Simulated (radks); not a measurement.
The numbers below are computed, except where a source is named.
Pt LXIV, configuration [Ne] 3s2 3p3.

Level of theory: scalar-relativistic Kohn-Sham, PBE, spin-polarised, spherical densities, finite nucleus; open shells are filled with parallel spins first (spin-orbit coupling, left out, can overturn this in heavy ions); Fermi nuclear charge, rms radius 5.427 fm (a radial shooting solver on a logarithmic mesh with Libxc functionals).

Energy parts (Ry):
| part | energy |
|---|---|
| total | -27632.2229 |
| kinetic | 31680.5795 |
| electron-nucleus | -61514.0425 |
| Hartree | 2545.3594 |
| exchange-correlation | -344.1193 |

Orbitals (lengths in bohr, moments of r in powers of bohr; r(max) is where P^2 peaks):
orbital  occ.  eigenvalue (Ry)       <r^4>   r(max)      <r^2>
1s up       1        -6145.368   4.511e-07  0.01062  0.0004059
1s down     1        -6144.472   4.510e-07  0.01062  0.0004059
2s up       1        -1380.282  0.00006299  0.06090   0.006061
2s down     1        -1379.637  0.00006282  0.06091   0.006056
2p up       3        -1248.166  0.00004985  0.05022   0.005047
2p down     3        -1247.251  0.00004974  0.05025   0.005044
3s up       1        -554.3225    0.001714   0.1644    0.03423
3s down     1        -551.4200    0.001724   0.1644    0.03431
3p up       3        -515.4249    0.001726   0.1615    0.03377
3p down     0        -512.5426    0.001737   0.1614    0.03386

The highest occupied level is 3p up at -7012.7 eV. The spin density at the nucleus is -111.3 e/bohr^3 (1s -195.1, 2s 14.7, 3s 69.0). The electron density at the nucleus is 2.117e+06 e/bohr^3 (large components only). Spin moment in Bohr magnetons: 3. For comparison, the ionisation energy in NIST's Atomic Spectra Database is 6918 eV (theoretical). In exact Kohn-Sham theory the highest level is minus the ionisation energy, but local and semilocal functionals leave it too shallow, through self-interaction and a potential that decays too fast; potentials with the right tail come closer. The density falls to 0.001 e/bohr^3 at r = 0.53 bohr. Summed over all electrons, <r^2> = 0.2131 bohr^2, which gives a Langevin (diamagnetic) susceptibility term of -0.169 x 10^-6 cm^3/mol.
